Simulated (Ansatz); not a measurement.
Ideal-gas functions of C2Cl2F4, SMILES `FC(F)(Cl)C(F)(F)Cl` at 400 K and 1 bar, from an Ansatz frequency run at PBE0-D4/def2-TZVP.

Molar mass 170.92 g/mol, point group C2h (symmetry number 2), electronic degeneracy 1, moments of inertia 227.237, 436.647, 486.545 u Å². Harmonic wavenumbers (cm⁻¹, unscaled): 68, 166, 224, 252, 324, 361, 378, 439, 445, 548, 617, 716, 852, 1061, 1165, 1214, 1229, 1295.

Use S(trans) = R[1.5 ln M + 2.5 ln T − 1.1517]; rotational temperatures θ = 24.2544 K / I; S(rot) = R[ln(√π/σ · √(T³/θAθBθC)) + 1.5]; for each mode x = 1.438777 ν̃/T, S = R[x/(eˣ − 1) − ln(1 − e⁻ˣ)] and H = RT x/(eˣ − 1); 1 cm⁻¹ = 0.0119627 kJ/mol; R = 8.31446 J/(mol·K).

Task: By hand: the entropy, in J/(mol·K).

Result: Translation 179.1. Rotation: θ = 0.1067, 0.0555, 0.0499 K, giving 120.0. Vibration, mode by mode: 20.04, 12.72, 10.33, 9.41, 7.50, 6.70, 6.37, 5.33, 5.24, 3.90, 3.21, 2.42, 1.64, 0.90, 0.66, 0.57, 0.55, 0.45, in all 98.0. Electronic 0.0. Sum 397.1 J/(mol·K).

Task: By hand: H − E and G − E in kJ/mol, counted from the electronic energy.

Result: Zero-point energy ½ × 11354 × 0.0119627 = 67.9; thermal vibration 21.4; translation, rotation and pV give 4 RT = 13.3. H − E = 102.6 kJ/mol, and G − E = 102.6 − 400 × 397.1/1000 = -56.2 kJ/mol.

Vibration gives 25 % of the entropy, 20.0 J/(mol·K) of it from the mode under 150 cm⁻¹: soft modes count most, and the harmonic formula is weakest for them. The sum counts one conformer and one mirror image; others add a mixing term.
